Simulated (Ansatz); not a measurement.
```yaml
crystal:
  periodic: [false, false, false]
  atoms:
    - {symbol: Si, position_ang: [-0.900747, 0.459204, -1.425628]}
    - {symbol: Si, position_ang: [-1.285927, 0.714461, 0.847127]}
    - {symbol: Si, position_ang: [0.546808, -0.745010, 1.129132]}
    - {symbol: Si, position_ang: [1.207820, -0.456243, -1.117680]}
    - {symbol: H, position_ang: [-1.397593, 1.295872, -2.554769]}
    - {symbol: H, position_ang: [-2.604395, 0.258440, 1.366374]}
    - {symbol: H, position_ang: [-1.025739, 2.082433, 1.381268]}
    - {symbol: H, position_ang: [0.106065, -2.141245, 1.401954]}
    - {symbol: H, position_ang: [1.545638, -0.343171, 2.157279]}
    - {symbol: H, position_ang: [2.340118, 0.502295, -1.270842]}
    - {symbol: H, position_ang: [1.533351, -1.684135, -1.893716]}
basis:
  gaussian: {orbitals: cc-pVTZ-DK}
magnetization: {spin_polarized: true, initial_magnetization: 1}
hamiltonian: {xc: {name: CCSD(T)}}
output: {forces: true}
```

```sh
$ ansatz run in.yaml --threads 4 --pin off --events-out ev --progress --plain --max-ram 10444MiB
```

**Question.** How does Ansatz answer? (An estimate is asked.)

**Answer.** Computed: The input was rejected before any iteration.
```
Error: YAML parse error: error: line 18 column 19: hamiltonian.xc: no functional is named "CCSD(T)"; the names, which are not case-sensitive, are SVWN5, SPW92, PBE, PBE0, PBEsol, revPBE, revPBE0, RPBE, rPW86-PBE, HSE06, wPBEh, LC-wPBE, HISS, HF, BLYP, B3LYP, B3LYP5, BHLYP, CAM-B3LYP, r2SCAN, r2SCANh, r2SCAN0, r2SCAN50, m-r2SCAN, B97, wB97, wB97X, wB97X-V, B97M-V, wB97M-V, B2PLYP, B2GP-PLYP, PBE0-DH, PBE-QIDH
16 |   gaussian: {orbitals: cc-pVTZ-DK}
17 | magnetization: {spin_polarized: true, initial_magnetization: 1}
18 | hamiltonian: {xc: {name: CCSD(T)}}
19 | output: {forces: true}
```

HSE06 is defined as in plane-wave codes.
